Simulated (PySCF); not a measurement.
# input.py for GaF⁻

The script input.py:

```python
from pyscf import gto, scf

mol = gto.M(
    atom='Ga 0 0 0; F 0 0 1.92',
    basis='x2c-svpall',
    charge=-1,
    spin=1,
    verbose=4,
)
mf = scf.UHF(mol)
mf = mf.sfx2c1e()
mf.kernel()
mf.dip_moment()
print('orbital energies (hartree):', [e[max(0, n-3):n+3].round(4) for e, n in zip(mf.mo_energy, mol.nelec)])
```

```bash
$ OMP_NUM_THREADS=1 python input.py
```

Output (some set-up lines and the per-cycle HOMO/LUMO lines with their warnings removed):

```
PySCF version 2.14.0

[INPUT] verbose = 4
[INPUT] num. atoms = 2
[INPUT] num. electrons = 41
[INPUT] charge = -1
[INPUT] spin (= nelec alpha-beta = 2S) = 1
[INPUT] symmetry False subgroup None
[INPUT] Mole.unit = angstrom
[INPUT] Symbol           X                Y                Z      unit          X                Y                Z       unit  Magmom
[INPUT]  1 Ga     0.000000000000   0.000000000000   0.000000000000 AA    0.000000000000   0.000000000000   0.000000000000 Bohr   0.0
[INPUT]  2 F      0.000000000000   0.000000000000   1.920000000000 AA    0.000000000000   0.000000000000   3.628274159165 Bohr   0.0

nuclear repulsion = 76.8960634618125
number of shells = 6
number of NR pGTOs = 98
number of NR cGTOs = 46
basis = x2c-svpall
ecp = {}

******** <class 'pyscf.x2c.sfx2c1e.sfX2C1eUHF'> ********
method = sfX2C1eUHF
initial guess = minao
damping factor = 0
level_shift factor = 0
DIIS = <class 'pyscf.scf.diis.CDIIS'>
diis_start_cycle = 1
diis_space = 8
diis_damp = 0
SCF conv_tol = 1e-09
SCF conv_tol_grad = None
SCF max_cycles = 50
direct_scf = True
direct_scf_tol = 1e-13
number electrons alpha = 21  beta = 20

******** <class 'pyscf.x2c.sfx2c1e.SpinFreeX2CHelper'> ********
approx = 1e
xuncontract = 1
Set gradient conv threshold to 3.16228e-05
init E= -2040.94757764068

cycle= 1 E= -2041.23678577391  delta_E= -0.289  |g|= 0.446  |ddm|= 0.978
cycle= 2 E= -2041.28622247018  delta_E= -0.0494  |g|= 0.333  |ddm|= 0.564
cycle= 3 E= -2041.32163723514  delta_E= -0.0354  |g|= 0.024  |ddm|= 0.198
cycle= 4 E= -2041.32261458521  delta_E= -0.000977  |g|= 0.00805  |ddm|= 0.0864
cycle= 5 E= -2041.32270909833  delta_E= -9.45e-05  |g|= 0.00455  |ddm|= 0.0213
cycle= 6 E= -2041.32274207066  delta_E= -3.3e-05  |g|= 0.00186  |ddm|= 0.0109
cycle= 7 E= -2041.32275576764  delta_E= -1.37e-05  |g|= 0.000807  |ddm|= 0.0085
cycle= 8 E= -2041.322758676  delta_E= -2.91e-06  |g|= 0.000308  |ddm|= 0.00452
cycle= 9 E= -2041.32275902556  delta_E= -3.5e-07  |g|= 0.000101  |ddm|= 0.00171
cycle= 10 E= -2041.3227590456  delta_E= -2e-08  |g|= 3.43e-05  |ddm|= 0.000318
cycle= 11 E= -2041.32275904757  delta_E= -1.97e-09  |g|= 1.06e-05  |ddm|= 9.97e-05
cycle= 12 E= -2041.3227590477  delta_E= -1.22e-10  |g|= 5.97e-06  |ddm|= 1.71e-05
Extra cycle  E= -2041.32275904772  delta_E= -2.55e-11  |g|= 3.83e-06  |ddm|= 6.68e-06
converged SCF energy = -2041.32275904772  <S^2> = 0.76375442  2S+1 = 2.0137074
Dipole moment(X, Y, Z, Debye):  0.00000, -0.00000, -2.88372
orbital energies (hartree): [array([-0.3176, -0.1667,  0.0175,  0.2476,  0.3315,  0.4407]), array([-0.3165, -0.3123, -0.1216,  0.2605,  0.2966,  0.3484])]
```

In short: E(SCF) = -2041.322759 Eh, 12 cycles, ⟨S²⟩ = 0.764.

Hardware: Arm Neoverse V2, 1 thread, shared host. Wall time 0.87 s.

The basis has no diffuse functions, which an anion needs. The bond length is a typed value, not an optimised one. The dipole of an ion depends on the origin. No search for the lowest solution was made.
